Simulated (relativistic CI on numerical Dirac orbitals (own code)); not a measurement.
**Se⁵⁺: calculation against measurement**

Computed by Dirac-Coulomb-Breit CI, orbitals from a KLI potential per configuration, model QED, valence Slater integrals scaled by 0.85, P86 correlation energy added to each configuration (own radial code, finite nucleus).

CI space (outside the closed core [Ar]): 3d10 4s, 3d10 4p, 3d10 4d, 3d10 4f, 3d10 5s, 3d10 5p, 3d9 4s2, 3d10 5d, 3d10 6s, 3d10 6p, 3d10 5f, 3d9 4p2, 3d10 5g, 3d10 6d, 3d8 4s 4p2, 3d10 7s. Levels of other configurations are missing.

| Configuration | Term (tabulated) | J | Measured (cm⁻¹) | Computed | Error | Purity (%) |
| --- | --- | --- | --- | --- | --- | --- |
| 3d10 4s | 2S | 1/2 | 0.0 | 0 | 0 | 100 |
| 3d10 4p | 2P° | 1/2 | 112762.0 | 112385 | -377 | 100 |
| 3d10 4p | 2P° | 3/2 | 118462.0 | 117846 | -616 | 100 |
| 3d10 4d | 2D | 3/2 | 282830.0 | 279123 | -3707 | 100 |
| 3d10 4d | 2D | 5/2 | 283509.0 | 279769 | -3740 | 100 |
| 3d10 5s | 2S | 1/2 | 333594.0 | 328472 | -5122 | 100 |

Measured levels from Moore, Atomic Energy Levels, vol. II, NSRDS-NBS 35 (1971 reprint of NBS Circular 467, 1952); pairs were made by configuration, J and term (by order where the table uses no LS term), so strongly mixed levels may be paired wrongly. The analysis dates from before 1960.

Mean error by configuration (cm⁻¹): 3d10 4p -496; 3d10 4d -3724; 3d10 5s -5122. Over the excited levels the mean absolute error is 2712 cm⁻¹ (5 of the 5 excited levels that our extract of the source holds in range could be paired), and the median relative error of those above 1,000 cm⁻¹ is 1.3 %.
